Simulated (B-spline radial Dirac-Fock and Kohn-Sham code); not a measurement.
**Cross section and asymmetry of the 5d3/2 subshell of W²⁺**

System: tungsten as W²⁺, configuration [Xe] 4f14 5d4. The computed 5d3/2 threshold is 24.40 eV; without correlation, outer thresholds are uncertain by 1 to 2 eV. With an open shell the threshold is an average over the terms of the final ion.

The run's input, task.json:

```json
{"items": [{
  "Z": 74,
  "q": 2,
  "cfg": [[1, 0, 2], [2, 0, 2], [2, 1, 6], [3, 0, 2], [3, 1, 6], [3, 2, 10], [4, 0, 2], [4, 1, 6], [4, 2, 10], [4, 3, 14], [5, 0, 2], [5, 1, 6], [5, 2, 4]],
  "A": 184,
  "rrms": 5.3658,
  "do": ["binding", "quiet", "photo", "scan"],
  "hv": [40.7, 71.7, 80, 100, 149.0, 800, 1400.0, 1486.9, 2110.0, 3900.0, 6000, 12000, 15000, 21200.0, 22600.0, 40000]
}]}
```

Run with: `python xray_run.py task.json out`

Level of theory: independent-particle photoionisation in a Dirac-Hartree-Slater potential with a Latter tail, all multipoles, thresholds from Dirac-Fock ΔSCF; a radial B-spline solver. Interchannel coupling and autoionising resonances are not included, so magnitudes near threshold are approximate.

| kinetic energy (eV) | σ (Mb) | β |
| --- | --- | --- |
| 1.5 | 8.33 | 0.19 |
| 2.3 | 8.11 | 0.20 |
| 3.7 | 7.74 | 0.24 |
| 5.7 | 7.12 | 0.31 |
| 9.0 | 6.10 | 0.42 |
| 14.0 | 4.61 | 0.58 |
| 21.9 | 2.84 | 0.81 |
| 34.2 | 1.31 | 1.10 |
| 53.5 | 0.435 | 1.47 |
| 83.7 | 0.0989 | 1.91 |
| 130.9 | 0.0178 | 1.41 |
| 204.6 | 0.00994 | -0.66 |
| 319.9 | 0.0126 | -0.06 |

The cross section has a minimum of 0.0099 Mb near 205 eV kinetic energy, a Cooper minimum, where a dipole matrix element changes sign; it needs a radial node in the bound orbital. It is largest at the lowest energy, 8.33 Mb. β ranges from -0.66 (at 204.6 eV) to 1.96.
